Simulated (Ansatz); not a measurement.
The cluster Ag₂Te₄. Total charge 0; singlet. Geometry PBE0-D4/def2-SVP, basis def2-TZVP, Ansatz.

```xyz
6

Ag    0.791    1.123   -1.276
Ag   -1.789    0.217   -0.448
Te   -0.089   -1.442   -1.925
Te   -0.403    2.140    1.033
Te    1.478   -1.696    0.371
Te    0.011   -0.343    2.245
```

```csv
run,HOMO (eV),LUMO (eV)
A,-7.64,-0.93
B,-4.89,-3.32
C,-5.07,-3.24
D,-5.87,-2.60
E,-5.75,-2.62
```

In the def2 sets Ag, Te take a core potential; there is no spin–orbit coupling. The structure comes from a short search, and lower isomers may exist.

The runs used PBE, PBE0, r2SCAN, r2SCAN0, ωB97M-V. Estimate which is which.

A ωB97M-V (range-separated); B PBE (0 % exact exchange); C r2SCAN (0 % exact exchange); D r2SCAN0 (25 % exact exchange); E PBE0 (25 % exact exchange). Exact exchange lowers occupied and raises empty levels; among semilocal functionals meta-GGAs tend to open the gap a little, and such runs are hard to tell apart. The gap grows from 1.57 eV (PBE) to 6.71 eV (ωB97M-V).
